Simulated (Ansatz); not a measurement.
`[SiH3][N]([SiH3])[Cd][Cl]`, relaxed with RKS PBE0-D4/def2-TZVP in the Gaussian-basis code of Ansatz from a PBE-D4/def2-SVP geometry. The force threshold is 0.005 eV/Å; the program also tests the step.

Charge 0, multiplicity 1. Cd: def2 effective core potential.

Start:

```xyz
11

Si   -0.688    0.922    1.236
N     0.127   -0.096    0.059
Si   -0.599   -0.609   -1.456
Cd    2.089   -0.513    0.362
Cl    4.289   -1.023    0.725
H    -2.085    0.412    1.490
H     0.098    0.887    2.525
H    -0.798    2.369    0.812
H     0.249   -1.712   -2.045
H    -0.686    0.491   -2.489
H    -1.996   -1.128   -1.218
```

```tsv
step	energy (eV)	largest force (eV/Å)	largest move (Å)
1	-34422.0515	0.435	0.000
2	-34422.1013	0.363	0.038
3	-34422.1101	0.033	0.043
4	-34422.1104	0.023	0.010
5	-34422.1108	0.012	0.026
6	-34422.1111	0.013	0.034
7	-34422.1113	0.022	0.037
8	-34422.1115	0.044	0.058
9	-34422.1117	0.032	0.008
10	-34422.1120	0.002	0.014
11	-34422.1122	0.006	0.043
12	-34422.1122	0.034	0.075
13	-34422.1124	0.011	0.015
14	-34422.1124	0.006	0.013
15	-34422.1125	0.007	0.030
16	-34422.1125	0.015	0.042
17	-34422.1125	0.005	0.008
18	-34422.1125	0.002	0.002
19	-34422.1125	0.001	0.006
20	-34422.1125	0.001	0.006
```

End:

```xyz
11

Si   -0.664    0.950    1.190
N     0.131   -0.042    0.028
Si   -0.576   -0.554   -1.456
Cd    2.010   -0.642    0.432
Cl    4.122   -1.316    0.886
H    -1.905    0.314    1.715
H     0.265    1.178    2.334
H    -1.045    2.277    0.627
H     0.416   -1.395   -2.188
H    -0.946    0.597   -2.327
H    -1.807   -1.367   -1.240
```

Hardware: 4 threads of an Arm Neoverse V1 on a shared host. Wall time 2.1 min, peak host memory 0.74 GiB.
